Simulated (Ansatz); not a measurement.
Consider the ligand exchange at the Al–N bond: `C[N](C)[AlH][F]` + CH₃SH → `C[S][AlH][F]` + `CNC`.

Computed with Ansatz on PBE0-D4/def2-TZVP structures; ΔE is electronic, products minus reactants. CCSD(T)/CBS adds triple-zeta CCSD(T) − MP2 to the extrapolated MP2 energy (def2 sets, frozen cores). This one scheme is used for every species. Functionals use def2-TZVPP. HSE06 is defined as in plane-wave codes. One conformer a species, not always the lowest.

```json
{"level": "B97M-V", "ΔE (kJ/mol)": "-16.0"}
{"level": "PBE0-D4", "ΔE (kJ/mol)": "-19.5"}
{"level": "r2SCAN0-D4", "ΔE (kJ/mol)": "-17.0"}
{"level": "r2SCANh", "ΔE (kJ/mol)": "-16.9"}
{"level": "HSE06", "ΔE (kJ/mol)": "-21.0"}
{"level": "HF/def2-SVP", "ΔE (kJ/mol)": "-13.6"}
{"level": "CCSD(T)/def2-TZVPP", "ΔE (kJ/mol)": "-10.4"}
{"level": "MP2/CBS(def2)", "ΔE (kJ/mol)": "-14.5"}
```

Q: What does CCSD(T)/CBS give? (Estimate.)

A: The calculation gave: -14.3 kJ/mol. The listed levels differ from it by -1.7, -5.2, -2.7, -2.6, -6.7, 0.7, 3.9, -0.2 kJ/mol.

Largest T1 diagnostic among the species: 0.012.

In def2-TZVPP, CCSD(T) changes the Hartree–Fock value by +6.2 kJ/mol (the triples alone add −0.4 kJ/mol) and MP2 by +6.0 kJ/mol. At CCSD(T), def2-SVP lies +8.0 kJ/mol from the extrapolated value and def2-TZVPP +3.9 kJ/mol. Leaving LDA and LC-ωPBE aside and taking each functional with its dispersion term where it has one, the values, not all of them listed here, spread over 11.4 kJ/mol, from HSE06-D4 to CAM-B3LYP-D4. LDA lies +7.6 kJ/mol from PBE without D4.
